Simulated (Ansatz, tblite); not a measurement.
Isomers of Sn9O (singlet), found by a short tight-binding search and relaxed with PBE-D4/def2-SVP in Ansatz.

In the def2 sets Sn takes a core potential; there is no spin–orbit coupling. The xTB rows come from tblite.

Other spin states weren't relaxed.

A:

Cartesian coordinates in Å:
```
O -0.627 -0.901 -3.175
Sn -0.809 -2.576 -1.972
Sn 0.230 1.207 -0.382
Sn 0.843 2.448 2.340
Sn -1.707 -1.031 0.485
Sn 0.247 -0.631 2.947
Sn -0.246 1.056 -3.293
Sn -1.981 1.577 1.777
Sn 1.214 -1.673 0.111
Sn 2.836 0.523 1.163
```

B:

Cartesian coordinates in Å:
```
O -2.560 0.483 0.472
Sn 2.626 0.073 -1.467
Sn -1.407 1.577 2.014
Sn -0.225 -0.299 -1.999
Sn 1.046 -0.019 1.217
Sn 0.621 2.464 -0.486
Sn -2.316 1.619 -1.338
Sn -1.728 -1.366 1.301
Sn 0.703 -2.686 -0.568
Sn 3.239 -1.846 0.853
```

Question: Estimate which lies lowest at each level, and how far above it the others are (kcal/mol).

Answer: 
| level | A | B |
| --- | --- | --- |
| GFN1-xTB | 0.0 | 6.7 |
| GFN2-xTB | 0.0 | 22.1 |
| PBE-D4/def2-SVP | 0.0 | 0.6 |
| r2SCAN-D4/def2-SVP | 0.0 | 2.0 |
| PBE0-D4/def2-SVP | 0.0 | 2.9 |
Point groups (tolerance 0.1 Å): A not assigned, B not assigned. Lower isomers may exist.
